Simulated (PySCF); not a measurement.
Species: CH12OSi5.
Numbering: `[CH3:1][Si@H:2]1[SiH2:3][Si@@H:4]([O:5][SiH3:6])[SiH2:7]1`

Structure used (GFN2-xTB), in Å, numbered top down from 1:
```xyz
19
CH12OSi5 angstrom
C      1.6908    1.7528   -0.3222
Si     1.9334   -0.1102    0.0235
Si     0.5888   -0.8033    1.8558
Si    -0.9413   -1.7118    0.3099
O     -2.1625   -0.6204    0.1151
Si    -2.6532    0.8859   -0.1620
Si     0.5973   -1.4094   -1.4503
H      2.1423    2.0536   -1.2634
H      0.6311    1.9895   -0.3771
H      2.1238    2.3712    0.4589
H      3.4000   -0.2922    0.0610
H      1.2205   -1.8059    2.7316
H      0.1413    0.2199    2.8157
H     -1.7664   -2.9106    0.5233
H     -4.1088    0.8146   -0.1532
H     -2.1133    1.3042   -1.4578
H     -2.1202    1.7405    0.9017
H      1.2289   -2.6617   -1.9023
H      0.1576   -0.7975   -2.7157
```

NICS = −σ at a ghost point: NICS(0) at the centroid of the ring atoms, NICS(1) 1 Å to either side along the normal of their mean plane, zz for the tensor component along that normal. Level: GIAO PBE0/pcSseg-1 (PySCF, non-relativistic, gas phase) on the GFN2-xTB geometry, one conformer.

Ring bond lengths (Å), with Mayer bond orders in brackets: Si2–Si3 2.376 (0.84), Si3–Si4 2.357 (0.85), Si4–Si7 2.357 (0.85), Si7–Si2 2.376 (0.84).

Problem. Give the NICS values of each ring in ppm.

Solution. 
```csv
ring,type,NICS(0),"NICS(1), two faces","NICS(1)zz, two faces",rms pucker (Å),"centre to ring atoms, mean (Å)"
Si2–Si3–Si4–Si7,4-membered ring with 4 Si; formal bonds all single,2.6,0.2 / -1.4,5.2 / 3.5,0.11,1.67
```

Problem. What can be read from them?

Solution. 
- Si2–Si3–Si4–Si7: mean NICS(1)zz 4.4 ppm, deshielded. Si2, Si3, Si4, Si7 have four or more neighbours; no verdict on aromaticity is drawn.
